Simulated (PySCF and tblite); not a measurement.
The numbers below are computed, except where a source is named.
2 diastereomers of C₇H₁₂O₂, numbered alike:

```
isomer                                                             SMILES  descriptors (one enantiomer)
     A   [CH3:1][C@H:2]1[CH2:3][O:4][C:5](=[O:6])[C@H:7]([CH3:8])[CH2:9]1                        2R, 7R
     B  [CH3:1][C@@H:2]1[CH2:3][O:4][C:5](=[O:6])[C@H:7]([CH3:8])[CH2:9]1                        2S, 7R
```

Each isomer is a Boltzmann average at 298.15 K over at most 2 conformers: GFN2-xTB geometries, energies PBE0/pcSseg-1 (D3(BJ) added where defined), GIAO shieldings PBE0/pcSseg-1, GFN2-xTB thermal terms. Programs: PySCF with density fitting and tblite.

What shifts does each isomer give (ppm; of two unlike H on one atom, a is the less shielded)?


A: ¹H (against TMS): 4.23 (H3a, 1H), 3.88 (H3b, 1H), 2.35 (H7, 1H), 1.87 (H2, 1H), 1.56 (H9a, 1H), 1.54 (H9b, 1H), 1.23 (H8, 3H), 0.95 (H1, 3H). ¹³C (against TMS): 178.3 (C5), 74.5 (C3), 38.6 (C9), 35.1 (C7), 31.2 (C2), 19.9 (C8), 19.3 (C1).

B: ¹H (against TMS): 4.42 (H3a, 1H), 3.93 (H3b, 1H), 2.28 (H7, 1H), 1.95 (H9a, 1H), 1.80 (H2, 1H), 1.32 (H8, 3H), 0.99 (H1, 3H), 0.95 (H9b, 1H). ¹³C (against TMS): 176.4 (C5), 76.3 (C3), 40.7 (C9), 38.1 (C7), 32.5 (C2), 20.2 (C8), 19.9 (C1).

Which carbons tell the isomers apart best?

C7: 35.1 in A, 38.1 in B; C9: 38.6 in A, 40.7 in B ppm.

The conformer set may be incomplete (the search or the number kept was capped). Shifts are unscaled: against experiment ¹³C can be off by 15 ppm or more and ¹H by 0.8 ppm.
